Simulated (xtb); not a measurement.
H₂N (SMILES [NH2-]), charge -1, singlet, geometry from GFN2-xTB; GFN2-xTB (xtb 6.7.1).

The xtb input:
```
$ xtb mol.xyz --gfn 2 --chrg -1 --acc 0.1 --json

# file mol.xyz
3

N     -0.00186075     0.10526655     0.10524874
H      0.81703017    -0.33632412    -0.38615523
H     -0.80400491    -0.40054172    -0.35058595
```

Problem. Write the output that xtb gives for this input, abridged.

Solution. 
```
   ID    Z sym.   atoms
    1    7 N      1
    2    1 H      2, 3

           -------------------------------------------------
          |                Calculation Setup                |
           -------------------------------------------------

           -------------------------------------------------
          |                 G F N 2 - x T B                 |
           -------------------------------------------------

          ...................................................
          :                      SETUP                      :
          :.................................................:
          :  # basis functions                   6          :
          :  # atomic orbitals                   6          :
          :  # shells                            4          :
          :  # electrons                         8          :
          :  max. iterations                   250          :
          :  Hamiltonian                  GFN2-xTB          :
          :  restarted?                      false          :
          :  GBSA solvation                  false          :
          :  PC potential                    false          :
          :  electronic temp.          300.0000000     K    :
          :  accuracy                    0.1000000          :
          :  -> integral cutoff          0.3500000E+02      :
          :  -> integral neglect         0.1000000E-08      :
          :  -> SCF convergence          0.1000000E-06 Eh   :
          :  -> wf. convergence          0.1000000E-04 e    :
          :  Broyden damping             0.4000000          :
          :  net charge                         -1          :
          :  unpaired electrons                  0          :
          ...................................................

 iter      E             dE          RMSdq      gap      omega  full diag
   1     -4.0172934 -0.401729E+01  0.509E+00    9.34       0.0  T
   2     -4.0292429 -0.119495E-01  0.205E+00    9.86       1.0  T
   3     -4.0296482 -0.405331E-03  0.735E-01    9.95       1.0  T
   4     -4.0296600 -0.117621E-04  0.344E-02    9.89       1.7  T
   5     -4.0296605 -0.542680E-06  0.173E-02    9.87       3.3  T
   6     -4.0296607 -0.150416E-06  0.114E-03    9.88      50.7  T
   7     -4.0296607 -0.743263E-09  0.306E-04    9.88     188.8  T
   8     -4.0296607 -0.423288E-10  0.477E-06    9.88   12103.8  T
   9     -4.0296607 -0.976996E-14  0.263E-07    9.88  100000.0  T

   *** convergence criteria satisfied after 9 iterations ***

         :::::::::::::::::::::::::::::::::::::::::::::::::::::
         ::                     SUMMARY                     ::
         :::::::::::::::::::::::::::::::::::::::::::::::::::::
         :: total energy              -4.003175948074 Eh    ::
         :: gradient norm              0.000000540029 Eh/a0 ::
         :: HOMO-LUMO gap              9.875582453480 eV    ::
         ::.................................................::
         :: SCC energy                -4.029660669865 Eh    ::
         :: -> isotropic ES            0.228125535547 Eh    ::
         :: -> anisotropic ES         -0.006752294081 Eh    ::
         :: -> anisotropic XC          0.007419849572 Eh    ::
         :: -> dispersion             -0.000551305736 Eh    ::
         :: repulsion energy           0.026484721791 Eh    ::
         :: add. restraining           0.000000000000 Eh    ::
         :: total charge              -1.000000000000 e     ::
         :::::::::::::::::::::::::::::::::::::::::::::::::::::

           -------------------------------------------------
          |                Property Printout                |
           -------------------------------------------------

    * Orbital Energies and Occupations

         #    Occupation            Energy/Eh            Energy/eV
      -------------------------------------------------------------
         1        2.0000           -0.2285211              -6.2184
         2        2.0000           -0.1486822              -4.0458
         3        2.0000           -0.0402895              -1.0963
         4        2.0000            0.0372976               1.0149 (HOMO)
         5                          0.4002186              10.8905 (LUMO)
         6                          0.4705824              12.8052
      -------------------------------------------------------------
                  HL-Gap            0.3629210 Eh            9.8756 eV
             Fermi-level            0.2187581 Eh            5.9527 eV

     #   Z          covCN         q      C6AA      α(0)
     1   7 N        1.713    -0.810    45.976    10.028
     2   1 H        0.857    -0.095     5.430     3.651
     3   1 H        0.857    -0.095     5.430     3.651

 Mol. C6AA /au·bohr⁶  :        130.509234
 Mol. C8AA /au·bohr⁸  :       2302.584862
 Mol. α(0) /au        :         17.329215

Wiberg/Mayer (AO) data.
largest (>0.10) Wiberg bond orders for each atom

 ---------------------------------------------------------------------------
     #   Z sym  total        # sym  WBO       # sym  WBO       # sym  WBO
 ---------------------------------------------------------------------------
     1   7 N    1.981 --     2 H    0.990     3 H    0.990
     2   1 H    0.991 --     1 N    0.990
     3   1 H    0.991 --     1 N    0.990
 ---------------------------------------------------------------------------

Topologies differ in total number of bonds
Writing topology from bond orders to xtbtopo.mol

molecular dipole:
                 x           y           z       tot (Debye)
 q only:        0.001      -0.029      -0.029
   full:        0.007      -0.375      -0.375       1.348
molecular quadrupole (traceless):
                xx          xy          yy          xz          yz          zz
 q only:       -0.321      -0.023       0.160       0.018      -0.186       0.161
  q+dip:       -0.067      -0.007       0.033       0.007      -0.123       0.033
   full:        0.392       0.026      -0.196      -0.018       0.131      -0.197

           -------------------------------------------------
          | TOTAL ENERGY               -4.003175948074 Eh   |
          | GRADIENT NORM               0.000000540029 Eh/α |
          | HOMO-LUMO GAP               9.875582453480 eV   |
           -------------------------------------------------

normal termination of xtb
```
